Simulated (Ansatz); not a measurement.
Cost and result for the atomization energy of BGeH5OSi (`[SiH3][B]1[O][GeH2]1`) (9 atoms, 9 bonds).

```xyz
9

Si   -0.4635   -1.2729   -1.2716
B     0.3547    0.0680   -0.0232
O     1.4506    0.6529    0.3214
Ge    0.0060    1.3785    1.5123
H    -1.0833   -2.3425   -0.4467
H    -1.5284   -0.5843   -2.0467
H     0.5287   -1.8698   -2.2039
H     0.5933    1.0782    2.9053
H     0.1419    2.8918    1.2531
```

The species carries charge 0 and has multiplicity 1. Correlated methods include outer-core shells of Ge, which these sets cover unevenly. Scalar relativity is left out up to krypton. The geometry is a stationary point of PBE0-D4/def2-TZVP. Program: Ansatz. All runs use 4 threads of an Arm Neoverse V1 on a shared host. Times are those of one run each, without the atoms' runs, and a repeat can differ threefold. Electronic energies, without spin–orbit coupling; frozen cores. CCSD(T)/CBS adds CCSD(T) − MP2 in def2-TZVPP to the MP2 limit, and its time is that of the two runs behind it. T1 = 0.016. With those shells the extrapolation isn't a true limit. B3LYP takes the VWN-RPA correlation (the form of Gaussian; ORCA's B3LYP/G).

CCSD(T)/CBS is a level of theory with its own doubt, some kJ/mol a heavy atom from the limit and from the frozen cores, so smaller differences don't rank the functionals.

```json
{"level": "PBE-D4/def2-TZVPP (with forces)", "functions": "222", "wall time": "2 s", "atomization (kcal/mol)": "691.6", "difference from CCSD(T)/CBS": "6.9", "per bond": "0.8"}
{"level": "PBE0-D4/def2-TZVPP", "functions": "222", "wall time": "2.5 s", "atomization (kcal/mol)": "678.4", "difference from CCSD(T)/CBS": "-6.3", "per bond": "-0.7"}
{"level": "r2SCAN-D4/def2-TZVPP (with forces)", "functions": "222", "wall time": "3.7 s", "atomization (kcal/mol)": "690.4", "difference from CCSD(T)/CBS": "5.7", "per bond": "0.6"}
{"level": "B3LYP-D4/def2-TZVPP (with forces)", "functions": "222", "wall time": "3.7 s", "atomization (kcal/mol)": "682.7", "difference from CCSD(T)/CBS": "-2.0", "per bond": "-0.2"}
{"level": "B2PLYP/def2-TZVPP", "functions": "222", "wall time": "4.5 s", "atomization (kcal/mol)": "676.2", "difference from CCSD(T)/CBS": "-8.5", "per bond": "-0.9"}
{"level": "ωB97X-V/def2-TZVPP", "functions": "222", "wall time": "7 s", "atomization (kcal/mol)": "687.5", "difference from CCSD(T)/CBS": "2.8", "per bond": "0.3"}
{"level": "ωB97M-V/def2-TZVPP (with forces)", "functions": "222", "wall time": "9.5 s", "atomization (kcal/mol)": "682.6", "difference from CCSD(T)/CBS": "-2.1", "per bond": "-0.2"}
{"level": "MP2/def2-QZVPP", "functions": "423", "wall time": "17 s", "atomization (kcal/mol)": "684.7", "difference from CCSD(T)/CBS": "0.0", "per bond": "0.0"}
{"level": "CCSD(T)/def2-TZVPP", "functions": "222", "wall time": "87 s", "atomization (kcal/mol)": "668.1", "difference from CCSD(T)/CBS": "-16.6", "per bond": "-1.8"}
{"level": "CCSD(T)/CBS(def2)", "functions": "–", "wall time": "100 s", "atomization (kcal/mol)": "684.7", "difference from CCSD(T)/CBS": "0.0", "per bond": "0.0"}
```

In def2-TZVPP, CCSD(T) changes the Hartree–Fock value by +176.5 kcal/mol (the triples alone add +12.1 kcal/mol) and MP2 by +183.3 kcal/mol; breaking electron pairs costs correlation energy, which Hartree–Fock lacks. From PBE to PBE0 (25 % exact exchange), in def2-TZVPP and without D4, the atomization energy moves by −12.5 kcal/mol: exact exchange takes away binding that semilocal exchange gives to molecules. The D4 term adds +6.8 kcal/mol with B3LYP and +3.6 kcal/mol with PBE0; it sums over pairs of atoms, weighted by their polarisabilities, and B3LYP, whose exchange is more repulsive, gets the larger term.
